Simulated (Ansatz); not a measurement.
GeH$_{12}$O$_{4}$Si$_{4}$, SMILES `[SiH3][O][Ge]([O][SiH3])([O][SiH3])[O][SiH3]`. Total charge 0; spin multiplicity 1. All single points use the PBE0-D4/def2-TZVP geometry. It is one conformer, not always the lowest.

```xyz
21

Si   -1.485   -0.385   -2.704
O    -0.569   -0.840   -1.411
Ge    0.000    0.001    0.000
O     1.678   -0.386    0.237
Si    2.817   -1.102   -0.716
O    -0.885   -0.478    1.417
Si   -0.515   -1.429    2.712
O    -0.224    1.707   -0.244
Si   -0.817    2.915    0.708
H    -0.693    0.470   -3.624
H    -1.897   -1.626   -3.401
H    -2.686    0.365   -2.255
H     2.570   -2.563   -0.810
H     2.799   -0.515   -2.082
H     4.132   -0.855   -0.079
H     0.115   -2.698    2.265
H    -1.787   -1.718    3.415
H     0.415   -0.718    3.627
H    -0.226    2.845    2.070
H    -0.447    4.197    0.063
H    -2.295    2.813    0.813
```

Task: What is the dipole moment at B3LYP/def2-TZVPP? (Estimate.)

Result: The calculation gave: 0.00 D, zero by symmetry or nearly so.

Task: Give the Mulliken charges with B3LYP, ωB97M-V, r2SCAN in def2-TZVPP. (Best estimate.)

Result: Computed: 
```csv
atom,B3LYP,ωB97M-V,r2SCAN
Si1,0.41,0.30,0.44
O2,-0.45,-0.45,-0.47
Ge3,0.96,0.93,0.99
O4,-0.45,-0.45,-0.47
Si5,0.41,0.30,0.44
O6,-0.45,-0.45,-0.47
Si7,0.41,0.30,0.44
O8,-0.45,-0.45,-0.47
Si9,0.41,0.30,0.44
H10,-0.07,-0.03,-0.07
H11,-0.07,-0.03,-0.07
H12,-0.07,-0.03,-0.07
H13,-0.07,-0.03,-0.07
H14,-0.07,-0.03,-0.07
H15,-0.07,-0.03,-0.07
H16,-0.07,-0.03,-0.07
H17,-0.07,-0.03,-0.07
H18,-0.07,-0.03,-0.07
H19,-0.07,-0.03,-0.07
H20,-0.07,-0.03,-0.07
H21,-0.07,-0.03,-0.07
```

B3LYP here is the variant with VWN-RPA as its local correlation; programs differ in this.
